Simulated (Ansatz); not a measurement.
`C/C(Cl)=[CH]\[AlH2]` + `O=CF` → `CC(=O)F` + `[AlH2]/[CH]=C/Cl`  (formal exchange of groups at a C–C bond)

Program: Ansatz. Geometries: PBE0-D4/def2-TZVP. ΔE: electronic, gas phase. CCSD(T)/CBS is the MP2 limit (def2-TZVPP, def2-QZVPP) plus CCSD(T) − MP2 in def2-TZVPP, frozen cores. This one scheme is used for every species. Double bonds are as drawn, so ΔE can hold a change between cis and trans. Functionals use def2-TZVPP.

Question: Is it downhill or uphill in electronic energy at CCSD(T)/CBS, and by how much? (Estimate.)

Answer: Computed: Downhill: ΔE = -18.4 kJ/mol.

Question: What do these levels give: r2SCAN-D4, ωB97X-V, ωB97M-V, PBE, r2SCAN, PBE0, HF/def2-TZVPP, MP2/def2-TZVPP, SCS-MP2/def2-TZVPP, CCSD(T)/def2-TZVPP, HF/def2-QZVPP, CCSD/CBS(def2)? (Estimate.)

Answer: Ansatz gave: r2SCAN-D4 -22.1, ωB97X-V -21.9, ωB97M-V -21.3, PBE -21.7, r2SCAN -23.2, PBE0 -23.2, HF/def2-TZVPP -31.5, MP2/def2-TZVPP -14.1, SCS-MP2/def2-TZVPP -16.6, CCSD(T)/def2-TZVPP -18.4, HF/def2-QZVPP -31.7, CCSD/CBS(def2) -20.7 kJ/mol.

Largest T1 diagnostic among the species: 0.016.

The D4 term adds +6.3 kJ/mol with B3LYP and +3.5 kJ/mol with PBE0; it sums over pairs of atoms, weighted by their polarisabilities, and B3LYP, whose exchange is more repulsive, gets the larger term. In def2-TZVPP, CCSD(T) changes the Hartree–Fock value by +13.1 kJ/mol (the triples alone add +2.3 kJ/mol) and MP2 by +17.4 kJ/mol.

B3LYP here is the variant with VWN-RPA as its local correlation; programs differ in this.
